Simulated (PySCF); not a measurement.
Working out the ionisation energy of Sc

Sc [Ar] 3d1 4s2 (2D) → Sc+ [Ar] 3d1 4s1 (3D). All numbers are calculated (PySCF 2.14, the non-relativistic Hamiltonian (point nucleus), in pcseg-2). Frozen: [Ar]. Energies in hartree (1 hartree = 27.21139 eV):

| part | Sc (lower) | Sc+ (upper) |
| --- | --- | --- |
| UHF | -759.725020 | -759.527869 |
| MP2 opposite-spin | -0.023343 | 0.000000 |
| MP2 same-spin | -0.002703 | -0.002947 |

Q: What does Hartree-Fock give?

A: (-759.527869) − (-759.725020) = 0.197151 hartree = 5.365 eV.

Q: What do MP2 and SCS-MP2 (6/5 opposite-spin, 1/3 same-spin) give?

A: The opposite-spin parts differ by 0.635 eV and the same-spin parts by -0.007 eV. MP2: 5.365 + (0.635) + (-0.007) = 5.993 eV. SCS-MP2: 5.365 + 1.2 × (0.635) + (-0.007)/3 = 6.125 eV.

Measured between the centres of the two terms (NIST): 6.562 eV, so MP2 (valence) is off by -0.569 eV.

The calculation is non-relativistic.

What remains against the reference includes basis incompleteness, the frozen core and correlation beyond second order.
